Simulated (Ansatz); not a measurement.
Chlorotrimethylsilane, charge 0, multiplicity 1.

Task: Give a relaxed structure at PBE0-D4/def2-TZVP (Ansatz 0.2.0). (Best estimate.)

Result: Ansatz gave: 
Cartesian coordinates in Å:
```
C 0.460 0.195 1.713
Si -0.396 -0.010 0.072
C -0.073 1.438 -1.053
C 0.062 -1.622 -0.741
Cl -2.442 -0.062 0.442
H 0.150 1.122 2.201
H 1.544 0.228 1.575
H 0.226 -0.636 2.382
H -0.387 2.374 -0.586
H -0.616 1.330 -1.995
H 0.994 1.512 -1.282
H 1.133 -1.648 -0.959
H -0.480 -1.754 -1.679
H -0.174 -2.467 -0.091
```
Point group C3v.
This is one stationary point; other conformers may exist.
